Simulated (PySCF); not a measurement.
Cluster of stannylene SnCl2 and trimethylamine (C3H9Cl2NSn)

Made of stannylene SnCl2 and trimethylamine. The whole: neutral, singlet.

```tsv
part	name	SMILES	atoms	charge	multiplicity
1	stannylene SnCl2	[Cl][Sn][Cl]	1–3	0	1
2	trimethylamine	CN(C)C	4–16	0	1
```

```xyz
16

Cl    0.5486   -1.3495    1.9734
Sn    0.0135    0.6621    0.7201
Cl    1.5745    0.3360   -1.1141
C     2.2164    1.2049    3.1354
N     1.7075    1.9728    2.0006
C     2.8071    2.3802    1.1282
C     0.9571    3.1375    2.4621
H     2.9133    1.8189    3.7356
H     1.3849    0.8723    3.7707
H     2.7309    0.3057    2.7746
H     2.4182    2.9326    0.2623
H     3.3244    1.4925    0.7440
H     3.5204    3.0211    1.6787
H     0.5533    3.6910    1.6017
H     1.5999    3.8197    3.0485
H     0.1170    2.8180    3.0960
```
Atom numbers follow the order of the file, from 1.

In these coordinates Sn2···N5 is 2.495 Å. Part 2 is then moved rigidly along that line, all else held; at short range other atoms may come into contact.

The starting structure comes from a short search with a few starts; no frequency run checks that it is a minimum, and another way of binding may lie lower.

Method: r2SCAN-D4/def2-SVP interaction energy, counterpoise and uncorrected, gas phase (PySCF). Density fitting is used. The geometry comes from PBE0-D3(BJ)/def2-SVP.

Energies in kcal/mol, cluster less frozen parts; CP is counterpoise-corrected.

```csv
Sn2···N5 (Å),CP,uncorrected,dispersion
1.996,11.41,4.87,-1.58
2.121,-7.16,-13.24,-1.58
2.246,-17.42,-23.08,-1.55
2.370,?,?,?
2.495,-24.23,-29.11,-1.53
2.620,-24.02,-28.54,-1.51
2.745,-22.68,-26.85,-1.46
3.119,?,?,?
3.743,-7.89,-9.76,-0.99
4.990,-1.74,-2.05,-0.43
7.485,-0.21,-0.21,-0.05
```

**Question.** Fill in the withheld rows.

**Answer.** 
```json
{"Sn2···N5 (Å)": "2.370", "CP": "-22.45", "uncorrected": "-27.71", "dispersion": "-1.53"}
{"Sn2···N5 (Å)": "3.119", "CP": "-16.42", "uncorrected": "-19.64", "dispersion": "-1.30"}
```

Atoms past Kr carry effective core potentials.

The 11 runs took 14 min in all, one thread each of Arm Neoverse N1 on a shared host, launched as `OMP_NUM_THREADS=1 python cluster_run.py task.json out`.
